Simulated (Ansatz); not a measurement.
F$_{3}$H$_{3}$O$_{3}$W, SMILES `[OH][W]([OH])([OH])([F])([F])[F]`, 10 atoms. The species carries charge 0 and has multiplicity 1. Correlated methods include outer-core shells of W, which these sets cover unevenly. W: def2 effective core potential. All runs use 4 threads of an Arm Neoverse V1 on a shared host. Correlated methods freeze the cores.

Task: How many basis functions does each run have, and how long does it take in Ansatz? RKS PBE0-D4/def2-TZVP frequencies; RKS PBE0-D4/def2-SVP energy; RKS r2SCANh-D4/def2-TZVPP energy; RKS ωB97M-V/def2-SVP energy; RHF-CCSD(T)/def2-SVP energy; RKS PBE0-D4/def2-TZVP relaxation (17 steps); RKS PBE0-D4/def2-QZVPP energy; RKS LC-ωPBE/def2-TZVPP energy; RHF-MP2/def2-TZVPP energy; RHF-MP2/def2-QZVPP energy; RKS B3LYP-D4/def2-TZVPP energy and forces; direct RPA on PBE orbitals/def2-TZVPP energy. (Estimate.)

Result: The calculation gave: Other jobs shared the machine, so times are rough.

| level | job | functions | wall time | peak host memory (GiB) |
| --- | --- | --- | --- | --- |
| RKS PBE0-D4/def2-SVP | energy | 131 | 2.2 s | 0.36 |
| RKS LC-ωPBE/def2-TZVPP | energy | 284 | 4.9 s | 0.6 |
| RKS ωB97M-V/def2-SVP | energy | 131 | 8.5 s | 0.5 |
| RHF-MP2/def2-TZVPP | energy | 284 | 8.5 s | 0.87 |
| RKS B3LYP-D4/def2-TZVPP | energy and forces | 284 | 9 s | 0.92 |
| RKS r2SCANh-D4/def2-TZVPP | energy | 284 | 10 s | 0.87 |
| RKS PBE0-D4/def2-QZVPP | energy | 513 | 16 s | 2.1 |
| direct RPA on PBE orbitals/def2-TZVPP | energy | 284 | 17 s | 0.95 |
| RHF-MP2/def2-QZVPP | energy | 513 | 46 s | 3.5 |
| RHF-CCSD(T)/def2-SVP | energy | 131 | 60 s | 1.2 |
| RKS PBE0-D4/def2-TZVP | relaxation (17 steps) | 244 | 2 min | 0.76 |
| RKS PBE0-D4/def2-TZVP | frequencies | 244 | 4.8 min | 0.78 |

B3LYP here is the variant with VWN-RPA as its local correlation; programs differ in this. LC-ωPBE has ω = 0.4 bohr⁻¹.
